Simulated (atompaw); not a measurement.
**Plane-wave convergence, PAW (atompaw) potential for Al**

* Element: aluminium
* Generator: atompaw 4.2.0.5
* Type: PAW
* Functional: PBE
* Relativity: scalar-relativistic
* Frozen core: [Ne]
* Valence charge: 3
* Reference configuration: 3s2 3p1
* Partial waves: 3s (bound): rc 2.55 bohr; 3s channel at 4.3 Ry: rc 2.55 bohr; 3p (bound): rc 2.55 bohr; 3p channel at 0.4 Ry: rc 2.55 bohr; 3d channel at -0.1 Ry: rc 2.55 bohr
* Local potential: bessel scheme, radius 1.75 bohr
* Core correction: smooth core density matched at 2.30 bohr
* Augmentation charge: sinc compensation charge, radius 2.05 bohr; PAW radius 2.55 bohr; waves and projectors: custom rrkj gramschmidtortho

The pseudo-atom Hamiltonian at the reference potential is diagonalised in spherical Bessel functions j_l(qr) that vanish at 20 bohr, with q² up to the cutoff. All-electron valence levels (Ry): 3s -0.5698, 3p -0.1993.

How do the lowest levels (Ry) of each channel move with the cutoff, and are there ghosts?

```
cutoff (Ry)     s #1     s #2     p #1    d #1    d #2    f #1  Σ f·Δε (mRy)
          8  -0.5698  -0.0232  -0.1989  0.0453  0.1252  0.1021           0.6
         10  -0.5698  -0.0232  -0.1992  0.0452  0.1250  0.1021           0.2
         12  -0.5698  -0.0232  -0.1993  0.0452  0.1250  0.1021           0.1
        400  -0.5698  -0.0233  -0.1993  0.0452  0.1249  0.1021           0.0
```

Result: no extra level below or beside the all-electron valence levels (s, p, d, f tested); 10 mRy is reached at 6 Ry and 1 mRy at 8 Ry.
